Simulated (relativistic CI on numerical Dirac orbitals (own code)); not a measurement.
## Electric-dipole lines of Eu⁵²⁺

Method of calculation: Dirac-Coulomb-Breit CI, separate exchange-only KLI orbitals for each configuration, model QED (radiative potential, 1s self-energy scaled to tabulated hydrogen-like ionisation energies), unscaled Slater integrals (own radial code, finite nucleus).

Configuration list (outside the closed core [Ne]): 3s, 3p, 3d, 4s, 4p, 4d, 4f, 5s, 5p, 5d, 5f, 5g, 6s, 6p, 6d, 7s, 7p. Levels of other configurations are missing.

```csv
λ vac (Å),Lower,Upper,A (s⁻¹),log gf,S velocity/length
4.1571,3p ²P°3/2 [3],5d ²D5/2 [17],2.91e+13,-0.34,0.98
4.3590,3d ²D3/2 [4],5f ²F°5/2 [18],3.86e+13,-0.18,0.99
4.4152,3d ²D5/2 [5],5f ²F°7/2 [19],4.00e+13,-0.03,0.99
5.3285,3s ²S1/2 [1],4p ²P°3/2 [8],1.97e+13,-0.47,1.01
5.4865,3p ²P°1/2 [2],4d ²D3/2 [9],4.43e+13,-0.10,0.99
5.9001,3p ²P°3/2 [3],4d ²D5/2 [10],5.55e+13,0.24,0.99
6.2654,3d ²D3/2 [4],4f ²F°5/2 [11],1.08e+14,0.58,1.00
6.3703,3d ²D5/2 [5],4f ²F°7/2 [12],1.14e+14,0.74,1.00
12.162,4p ²P°1/2 [7],5d ²D3/2 [16],8.06e+12,-0.15,1.00
12.961,4p ²P°3/2 [8],5d ²D5/2 [17],1.08e+13,0.21,1.00
13.569,4d ²D3/2 [9],5f ²F°5/2 [18],1.91e+13,0.50,1.00
13.773,4d ²D5/2 [10],5f ²F°7/2 [19],2.03e+13,0.66,1.00
14.227,4f ²F°5/2 [11],5g ²G7/2 [20],3.28e+13,0.90,1.00
14.313,4f ²F°7/2 [12],5g ²G9/2 [21],3.37e+13,1.01,1.00
24.086,5p ²P°3/2 [15],6d ²D5/2 [26],3.10e+12,0.21,1.00
41.195,3s ²S1/2 [1],3p ²P°3/2 [3],4.69e+11,-0.32,1.01
95.418,4p ²P°1/2 [7],4d ²D3/2 [9],1.14e+11,-0.21,1.00
100.32,4s ²S1/2 [6],4p ²P°3/2 [8],1.12e+11,-0.17,1.00
164.18,4p ²P°3/2 [8],4d ²D5/2 [10],2.72e+10,-0.18,0.99
199.52,5s ²S1/2 [13],5p ²P°3/2 [15],3.65e+10,-0.06,1.00
```

Terms are leading LS components. Brackets give the number of a level in order of energy, since labels repeat. The list gives strong lines, with weight on those to low levels. Levels whose partners in the same complex of configurations lie outside the list can be far off, and so can their lines. Rates are taken at the computed energies, electric ones in the length gauge. A velocity-to-length ratio far from 1 marks an uncertain rate.

At this charge energies of transitions that change n are usually good to better than 1 %, and those within a shell (Δn = 0) to a few per cent.

Task: From the table, what is the radiative lifetime of 5d ²D5/2?

Result: The listed rates from this level add up to about 3.99e+13 s⁻¹, 98 % of its decay; with all channels τ = 2.46e-14 s.
